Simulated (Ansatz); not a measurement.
Isolated molecules relaxed with PBE0-D4/def2-TZVP in Ansatz; ΔE leaves out vibrations. CCSD(T)/CBS adds triple-zeta CCSD(T) − MP2 to the extrapolated MP2 energy (def2 sets, frozen cores). DFT in def2-TZVPP. def2 core potentials past Kr. For Sn outer-core shells are correlated without core-valence functions, which leaves a few kJ/mol of doubt a bond. One conformer a species, not always the lowest.

`OB(S)O[SiH3]` + `[OH][SnH]([F])[F]` → `[F][SnH]([F])[O][SiH3]` + `OB(O)S`  (ligand exchange at the Si–O bond)

```json
{"species": "`OB(S)O[SiH3]`", "BHLYP energy (Eh)": "-866.17801"}
{"species": "`[OH][SnH]([F])[F]`", "BHLYP energy (Eh)": "-490.43572"}
{"species": "`[F][SnH]([F])[O][SiH3]`", "BHLYP energy (Eh)": "-781.17999"}
{"species": "`OB(O)S`", "BHLYP energy (Eh)": "-575.43862"}
```

Task: Work out ΔE.

Result: ΔE = (-781.17999) + (-575.43862) − (-866.17801) − (-490.43572) = -0.00488 Eh = -12.8 kJ/mol. CCSD(T)/CBS gives -12.8 kJ/mol.

Largest T1 diagnostic among the species: 0.015.

Leaving LDA and LC-ωPBE aside and taking each functional with its dispersion term where it has one, the values, not all of them listed here, spread over 7.8 kJ/mol, from BHLYP-D4 to revPBE-D4. LDA lies +3.6 kJ/mol from PBE without D4. From BLYP to BHLYP (50 % exact exchange), in def2-TZVPP and without D4, ΔE moves by −4.8 kJ/mol. At CCSD(T), def2-SVP lies −13.0 kJ/mol from the extrapolated value and def2-TZVPP −0.1 kJ/mol.
